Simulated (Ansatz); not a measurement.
`S[SiH2][GaH2]` + `B/C=C/O` → `B/C=C\O[SiH2][GaH2]` + H₂S  (ligand exchange at the Si–S bond)

Calculated with Ansatz (gas phase, PBE0-D4/def2-TZVP geometries, no zero-point term in ΔE). CBS: MP2 limit from def2 TZ/QZ plus the TZ coupled-cluster correction, frozen cores. This one scheme is used for every species. Double bonds are as drawn, so ΔE can hold a change between cis and trans. Functionals use def2-TZVPP. B3LYP here is the variant with VWN-RPA as its local correlation; programs differ in this. For Ga outer-core shells are correlated without core-valence functions, which leaves a few kJ/mol of doubt a bond. Scalar relativity is left out up to krypton. Each species was taken in one conformer, which may not be the lowest.

Is it downhill or uphill in electronic energy at CCSD(T)/CBS, and by how much? (Estimate.)

The calculation gave: Uphill: ΔE = +0.04 eV.

What do these levels give: r2SCAN-D4, B3LYP-D4, ωB97M-V, MP2/def2-TZVPP, HF/def2-QZVPP, CCSD/CBS(def2)? (Best estimate.)

The calculation gave: r2SCAN-D4 0.13, B3LYP-D4 0.01, ωB97M-V 0.05, MP2/def2-TZVPP 0.05, HF/def2-QZVPP -0.09, CCSD/CBS(def2) 0.02 eV.

Largest T1 diagnostic among the species: 0.014.

The D4 term adds −0.03 eV with B3LYP and −0.02 eV with PBE0; it sums over pairs of atoms, weighted by their polarisabilities, and B3LYP, whose exchange is more repulsive, gets the larger term. From PBE to PBE0 (25 % exact exchange), in def2-TZVPP and without D4, ΔE moves by −0.03 eV.
